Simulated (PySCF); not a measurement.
**Structure from NMR data**

An unknown has the formula C₈H₁₃F. Its calculated NMR data are:

$^{1}$H NMR (400 MHz, computed): δ 1.80 (m, 6H), 1.74 (m, 6H), 1.34 (m, 1H).

$^{13}$C{$^{1}$H} NMR (computed): δ 94.3 (C), 34.4 (CH2), 30.1 (CH2), 27.4 (CH).

Computational details: structure optimised with GFN2-xTB, shieldings: GIAO PBE0/pcSseg-1, in PySCF 2.14 (isolated molecule, one averaged value for each set of equivalent atoms, non-relativistic, single conformer).

δ = σ(ref) − σ, references computed at the same level: TMS for $^{1}$H and $^{13}$C.

Which of these isomers gave the spectra?
A. C[C@H]1CCC/C(=C/F)C1
B. FC12CCC(CC1)CC2
C. F[C@H]1[C@@H]2CCC[C@H]1CC2
D. F[C@@]12CCC[C@@H](CC1)C2
E. FC1CCC2(CC1)CC2

Answers

B. 

Rings plus π bonds: 2 (2 rings in the answer). 4 carbon signals for 8 carbons: some carbons are equivalent by symmetry or fast rotation. Carbon types of the structure: 1 × C, 1 × CH, 6 × CH2, which accounts for all hydrogens. δC 94.3: fully substituted sp3 carbon bonded to F; deshielded by the electronegative neighbour. δC 34.4, 30.1: sp3 CH2 in a ring; a saturated carbon with 2 carbon neighbours and no heteroatom attached. δC 27.4: sp3 CH in a ring; aliphatic region, no heteroatom directly attached. δH 1.80, 1.74: hydrogen on an sp3 CH2 in a ring. δH 1.34: hydrogen on an sp3 CH in a ring; far from electronegative atoms and π systems.

The others: F[C@@]12CCC[C@@H](CC1)C2 would give 8 carbon signals, not 4; C[C@H]1CCC/C(=C/F)C1 would give 8 carbon signals, not 4; FC1CCC2(CC1)CC2 would give 6 carbon signals, not 4; F[C@H]1[C@@H]2CCC[C@H]1CC2 would give 5 carbon signals, not 4.

Splittings by $^{19}$F in the carbon and heteronuclear signals aren't shown, as no couplings were computed. Shifts are as computed. Against solution values, carbons near 30 ppm lie about +3 ppm off and those near 130 ppm about +5 ppm. Of 1211 compounds with measured shifts, 218 miss one by over three times the rms of a fit or turn the order of signals round; such compounds aren't used in these exercises. Multiplicities follow the n + 1 count of equivalent neighbours, as no J values were calculated; m marks all less simple cases, F and P coupling included.
